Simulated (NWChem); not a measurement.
All runs are NWChem calculations. System: trisilane (H8Si3), charge 0, spin multiplicity 1, at a geometry optimised with B3LYP/def2-SVP. Level: RHF/def2-TZVP.

Part of the output:

```
             Northwest Computational Chemistry Package (NWChem) 7.3.0
             --------------------------------------------------------

                                NWChem Input Module
                                -------------------

 Scaling coordinates for geometry "geometry" by  1.889725989
 (inverse scale =  0.529177249)

 Turning off AUTOSYM since
 SYMMETRY directive was detected!

                             Geometry "geometry" -> ""
                             -------------------------

 Output coordinates in angstroms (scale by  1.889725989 to convert to a.u.)

  No.       Tag          Charge          X              Y              Z
 ---- ---------------- ---------- -------------- -------------- --------------
    1 Si                  14.0000     0.08836400    -1.95134300     0.42301100
    2 Si                  14.0000     0.00000000     0.00000000    -0.89949300
    3 Si                  14.0000    -0.08836400     1.95134300     0.42301100
    4 H                    1.0000     0.13707600    -3.17207400    -0.43518100
    5 H                    1.0000     1.30387300    -1.92661500     1.28992100
    6 H                    1.0000    -1.11785400    -2.03019000     1.29962000
    7 H                    1.0000    -1.20778800    -0.05451400    -1.78006500
    8 H                    1.0000     1.20778800     0.05451400    -1.78006500
    9 H                    1.0000     1.11785400     2.03019000     1.29962000
   10 H                    1.0000    -1.30387300     1.92661500     1.28992100
   11 H                    1.0000    -0.13707600     3.17207400    -0.43518100

 Effective nuclear repulsion energy (a.u.)     191.3856188051

            Nuclear Dipole moment (a.u.)
            ----------------------------
        X                 Y               Z
 ---------------- ---------------- ----------------
     0.0000000000     0.0000000000    -0.0000075589

      Symmetry information
      --------------------

 Group name             C2
 Group number              4
 Group order               2
 No. of unique centers     6

      Symmetry unique atoms

     1    2    4    5    6    7


 Summary of "ao basis" -> "" (spherical)
 ------------------------------------------------------------------------------
       Tag                 Description            Shells   Functions and Types
 ---------------- ------------------------------  ------  ---------------------
 *                         def2-tzvp                  on all atoms

 Summary of "ao basis" -> "ao basis" (spherical)
 ------------------------------------------------------------------------------
       Tag                 Description            Shells   Functions and Types
 ---------------- ------------------------------  ------  ---------------------
 Si                        def2-tzvp                13       37   5s5p2d1f
 H                         def2-tzvp                 4        6   3s1p

                                 NWChem SCF Module
                                 -----------------

  ao basis        = "ao basis"
  functions       =   159
  atoms           =    11
  closed shells   =    25
  open shells     =     0
  charge          =   0.00
  wavefunction    = RHF
  use symmetry    = T
  symmetry adapt  = T

 Summary of "ao basis" -> "ao basis" (spherical)
 ------------------------------------------------------------------------------
       Tag                 Description            Shells   Functions and Types
 ---------------- ------------------------------  ------  ---------------------
 Si                        def2-tzvp                13       37   5s5p2d1f
 H                         def2-tzvp                 4        6   3s1p

      Symmetry analysis of basis
      --------------------------

        a          80
        b          79

 Forming initial guess at       0.0s

      Superposition of Atomic Density Guess
      -------------------------------------

 Sum of atomic energies:        -870.50470510

      Non-variational initial energy
      ------------------------------

 Total energy =    -871.413707
 1-e energy   =   -1586.643970
 2-e energy   =     523.844644
 HOMO         =      -0.304892
 LUMO         =       0.037232
[...]
    21 b          22 a          23 b          24 a          25 b
    26 a          27 b          28 a          29 b          30 a
    31 a          32 a          33 b          34 b          35 b

 Starting SCF solution at       1.4s

 ----------------------------------------------
         Quadratically convergent ROHF

 Convergence threshold     :          1.000E-07
 Maximum no. of iterations :          100
 Final Fock-matrix accuracy:          1.000E-09
 ----------------------------------------------

              iter       energy          gnorm     gmax       time
             ----- ------------------- --------- --------- --------
                 1     -871.4222846115  5.35D-01  1.12D-01      1.6
                 2     -871.4701554936  1.34D-01  3.36D-02      1.9
                 3     -871.4722362197  9.35D-03  2.20D-03      2.3
                 4     -871.4722512928  2.41D-05  7.59D-06      3.1
                 5     -871.4722512929  2.52D-09  5.67D-10      4.2

       Final RHF  results
       ------------------

         Total SCF energy =   -871.472251292868
      One-electron energy =  -1589.459604089328
      Two-electron energy =    526.601733991332
 Nuclear repulsion energy =    191.385618805128

        Time for solution =      2.8s

       Symmetry analysis of molecular orbitals - final
       -----------------------------------------------

  Numbering of irreducible representations:

     1 a           2 b

  Orbital symmetries:

     1 b           2 a           3 a           4 a           5 b
     6 a           7 b           8 a           9 a          10 b
    11 a          12 b          13 b          14 a          15 b
    16 a          17 b          18 a          19 b          20 a
    21 b          22 a          23 b          24 a          25 b
    26 a          27 a          28 b          29 b          30 a
    31 a          32 b          33 a          34 b          35 b

             Final eigenvalues
             -----------------

              1
    1  -68.7735
    2  -68.7735
    3  -68.7698
    4   -6.1243
    5   -6.1243
    6   -6.1215
    7   -4.2303
    8   -4.2303
    9   -4.2303
   10   -4.2303
   11   -4.2302
   12   -4.2302
   13   -4.2273
   14   -4.2273
   15   -4.2273
   16   -0.7669
   17   -0.7146
   18   -0.6524
   19   -0.5063
   20   -0.4932
   21   -0.4846
   22   -0.4837
   23   -0.4690
   24   -0.4223
   25   -0.3848
   26    0.1053
   27    0.1147
   28    0.1169
   29    0.1236
   30    0.1349
   31    0.1411
   32    0.1724
   33    0.1795
   34    0.1795
   35    0.2105

                       ROHF Final Molecular Orbital Analysis
                       -------------------------------------

 Vector   23  Occ=2.000000D+00  E=-4.690080D-01  Symmetry=b
              MO Center=  4.2D-14, -9.4D-14, -3.2D-01, r^2= 5.7D+00
   Bfn.  Coefficient  Atom+Function         Bfn.  Coefficient  Atom+Function
  ----- ------------  ---------------      ----- ------------  ---------------
    52      0.221364   2 Si px              131     -0.171079   7 H  s
   137      0.171079   8 H  s

 Vector   24  Occ=2.000000D+00  E=-4.223377D-01  Symmetry=a
              MO Center= -2.7D-14,  1.8D-14, -3.4D-01, r^2= 4.1D+00
   Bfn.  Coefficient  Atom+Function         Bfn.  Coefficient  Atom+Function
  ----- ------------  ---------------      ----- ------------  ---------------
    54      0.305507   2 Si pz

 Vector   25  Occ=2.000000D+00  E=-3.848027D-01  Symmetry=b
              MO Center= -6.3D-14, -1.1D-14, -2.0D-01, r^2= 4.3D+00
   Bfn.  Coefficient  Atom+Function         Bfn.  Coefficient  Atom+Function
  ----- ------------  ---------------      ----- ------------  ---------------
    53      0.328663   2 Si py               16     -0.215256   1 Si py
    90     -0.215256   3 Si py

 Vector   26  Occ=0.000000D+00  E= 1.052804D-01  Symmetry=a
              MO Center=  3.7D-14, -2.6D-14,  1.5D-01, r^2= 8.5D+00
   Bfn.  Coefficient  Atom+Function         Bfn.  Coefficient  Atom+Function
  ----- ------------  ---------------      ----- ------------  ---------------
    42      1.656546   2 Si s                 5     -0.964789   1 Si s
    79     -0.964789   3 Si s                20      0.929193   1 Si pz
    94      0.929193   3 Si pz              114      0.690950   4 H  s
   156      0.690950  11 H  s                57      0.683693   2 Si pz
    19     -0.239134   1 Si py               93      0.239134   3 Si py

 Vector   27  Occ=0.000000D+00  E= 1.146548D-01  Symmetry=a
              MO Center= -1.4D-14, -5.4D-15,  3.3D-01, r^2= 1.0D+01
   Bfn.  Coefficient  Atom+Function         Bfn.  Coefficient  Atom+Function
  ----- ------------  ---------------      ----- ------------  ---------------
    42      2.814158   2 Si s                19     -1.367449   1 Si py
    93      1.367449   3 Si py               57      1.016064   2 Si pz
   114     -0.745513   4 H  s               156     -0.745513  11 H  s
     5     -0.536967   1 Si s                79     -0.536967   3 Si s
   132     -0.294152   7 H  s               138     -0.294152   8 H  s

 Vector   28  Occ=0.000000D+00  E= 1.168709D-01  Symmetry=b
              MO Center= -5.1D-13, -2.1D-14, -3.6D-01, r^2= 1.0D+01
   Bfn.  Coefficient  Atom+Function         Bfn.  Coefficient  Atom+Function
  ----- ------------  ---------------      ----- ------------  ---------------
    56      2.148027   2 Si py                5      2.089632   1 Si s
    79     -2.089632   3 Si s                19      1.002142   1 Si py
    93      1.002142   3 Si py               20     -0.390885   1 Si pz
    94      0.390885   3 Si pz              126     -0.389592   6 H  s
   144      0.389592   9 H  s               120     -0.381684   5 H  s

 center of mass
 --------------
 x =   0.00000000 y =   0.00000000 z =  -0.01523201

 moments of inertia (a.u.)
 ------------------
        1054.549184772726          38.855922647363           0.000000000000
          38.855922647363         198.299787465736          -0.000000000000
           0.000000000000          -0.000000000000         923.104241381201

  Mulliken analysis of the total density
  --------------------------------------

    Atom       Charge   Shell Charges
 -----------   ------   -------------------------------------------------------
    1 Si  14    13.87   2.00  0.58  1.39  0.81  0.47  4.12  1.73  0.52  1.54  0.41  0.11  0.16  0.02
    2 Si  14    13.92   2.00  0.58  1.39  0.81  0.50  4.12  1.73  0.52  1.59  0.42  0.10  0.15  0.02
    3 Si  14    13.87   2.00  0.58  1.39  0.81  0.47  4.12  1.73  0.52  1.54  0.41  0.11  0.16  0.02
    4 H    1     1.04   0.24  0.56  0.24  0.01
    5 H    1     1.04   0.24  0.56  0.24  0.01
    6 H    1     1.04   0.24  0.56  0.24  0.01
    7 H    1     1.04   0.24  0.56  0.24  0.01
    8 H    1     1.04   0.24  0.56  0.24  0.01
    9 H    1     1.04   0.24  0.56  0.24  0.01
   10 H    1     1.04   0.24  0.56  0.24  0.01
   11 H    1     1.04   0.24  0.56  0.24  0.01

       Multipole analysis of the density wrt the origin
       ------------------------------------------------

     L   x y z        total         open         nuclear
     -   - - -        -----         ----         -------
     0   0 0 0     -0.000000      0.000000     50.000000

     1   1 0 0      0.000000      0.000000      0.000000
     1   0 1 0      0.000000      0.000000      0.000000
     1   0 0 1     -0.032428      0.000000     -0.000008

     2   2 0 0    -34.904639      0.000000     32.400544
     2   1 1 0      0.045519      0.000000    -21.609065
     2   1 0 1      0.000000      0.000000     -0.000000
     2   0 2 0    -35.900832      0.000000    508.568804
     2   0 1 1      0.000000      0.000000      0.000000
     2   0 0 2    -35.536354      0.000000    106.272532

 Task  times  cpu:        4.2s     wall:        4.2s

 Total times  cpu:        4.2s     wall:        4.2s
```

Problem. Write an NWChem input that would produce this output.

Solution. One answer among several that fit: 
```
start mol
memory heap 200 mb stack 900 mb global 1100 mb
geometry units angstroms nocenter noautoz
  Si     0.088364    -1.951343     0.423011
  Si     0.000000     0.000000    -0.899493
  Si    -0.088364     1.951343     0.423011
  H      0.137076    -3.172074    -0.435181
  H      1.303873    -1.926615     1.289921
  H     -1.117854    -2.030190     1.299620
  H     -1.207788    -0.054514    -1.780065
  H      1.207788     0.054514    -1.780065
  H      1.117854     2.030190     1.299620
  H     -1.303873     1.926615     1.289921
  H     -0.137076     3.172074    -0.435181
  symmetry group C2
end
basis spherical
  * library def2-tzvp
end
scf
  rhf
  nopen 0
  maxiter 100
  thresh 1e-7
  semidirect memsize 60000000 filesize 0
end
task scf energy
```
